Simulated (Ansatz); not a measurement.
Born–Oppenheimer molecular dynamics of GaH₃SZn (6 atoms, charge 0, multiplicity 1). It starts at the highest image of a converged band. Of that band: Neighbouring images differ by up to 1.3 eV, so the band resolves the path poorly. A vibrational analysis at the climbing image gives one clearly imaginary mode, 1139i cm⁻¹: a first-order saddle point.

Level of theory: UKS PBE0/def2-SVP (Ansatz 0.2.0).

```
ensemble                      : NVE (velocity Verlet)
time step                     : 0.5 fs
steps asked                   : 200
starting velocities drawn for : 300 K
seed                          : 2700
```

First frame:

```xyz
6
Properties=species:S:1:pos:R:3
Zn -1.061 -0.486 -0.611
S -0.019 -1.228 1.159
Ga 1.305 0.773 0.398
H -1.922 -0.223 -1.855
H 0.440 1.111 -0.910
H 1.298 -0.011 1.774
```

(1) How far do the bonds stretch over the last three quarters of this one trajectory? (Pairs bonded in most of those frames.)

## Answers

(1) 
```
   bond  mean (Å)  spread (Å)  shortest  longest
 Zn1–S2     2.258       0.100      2.13     2.40
Zn1–Ga3     2.931       0.096      2.84     3.14
 Zn1–H4     1.551       0.040      1.49     1.61
 S2–Ga3     2.235       0.153      2.00     2.47
 Ga3–H5     1.685       0.153      1.38     1.98
 Ga3–H6     1.609       0.092      1.45     1.75
```

Mean temperature of the second half: 2307 K. The conserved energy stayed within 0.43 meV per atom of its start (net change -0.067 meV per atom), so the integration is sound. The system heated up, since it started high on the potential surface and ran downhill. A run of 0.1 ps of so small a system gives no equilibrium averages. The orbitals stay closed-shell, which can raise the energy where a bond breaks towards radicals; this wasn't checked here.

Run time: 9 min on 2 threads of Intel(R) Xeon(R) 6975P-C (Granite Rapids), with other jobs on the host, peak memory 0.35 GiB.
